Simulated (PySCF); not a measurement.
PtH₅⁻ (singlet). Level of theory: PBE0 in PySCF with Pt def2-TZVPD with ECP60, H def2-TZVPD; scalar-relativistic core potentials, no spin–orbit coupling; density-fitted integrals.

Harmonic bands of its minimum:

```
ω (cm⁻¹)  IR (km/mol)
     560          0.0
     579         63.7
     640         54.2
     686          2.0
     739          3.8
     803         85.4
     949          0.3
    1745          831
    2009         12.0
    2074          9.7
    2173          274
    2280         56.1
```

Question: The central atom is Pt. Infer the point group and assign the bands.

Answer: C2v. The modes span a2 + 4b2 + 5a1 + 2b1: 560 a2, 579 b2, 640 a1, 686 b1, 739 b1, 803 b2, 949 a1, 1745 b2, 2009 b2, 2074 a1, 2173 a1, 2280 a1. The computed geometry has H–H 0.965 Å, Pt–H 1.595 Å, Pt–H 1.649 Å (×2), Pt–H 1.678 Å (×2); H–H–Pt 73.3° (×2), H–Pt–H 33.4°, H–Pt–H 80.2° (×2), H–Pt–H 83.1° (×2), H–Pt–H 113.6° (×2), H–Pt–H 163.3° (×2), H–Pt–H 166.1°.

Stability towards spin polarisation was not tested. Only a few start shapes were tried, so a lower isomer may exist. The lowest empty level of this anion is unbound, so it and the gap depend on the basis. No spin–orbit coupling is included, which matters more the heavier the element.
